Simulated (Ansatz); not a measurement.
The same molecule with X = C, Ge, Sn. Ansatz, PBE0-D4/def2-TZVP geometries, multiplicity 2.

Elements past krypton have def2 core potentials. Scalar relativity is left out up to krypton.

```csv
X,molecule,mean X–Br bond length / Å,mean X–H bond length / Å,zero-point energy (PBE0-D4/def2-TZVP) / kJ/mol
C,`[CH2]Br`•,1.840,1.078,58.4
Sn,`[Br][SnH2]`•,2.493,1.723,33.7
```

Q: Give the row for X = Ge, `[GeH2][Br]`•. (Estimate.)

A: Ansatz gave: 
```
 X       molecule  mean X–Br bond length / Å  mean X–H bond length / Å  zero-point energy (PBE0-D4/def2-TZVP) / kJ/mol
Ge  `[GeH2][Br]`•                      2.308                     1.546                                            39.0
```

From C to Sn the mean X–Br bond length rises at each step, by 0.653 Å in all; the mean X–H bond length rises at each step, by 0.645 Å in all; the zero-point energy (PBE0-D4/def2-TZVP) falls at each step, by 24.7 kJ/mol in all. Bonds lengthen as the atom grows down the group.
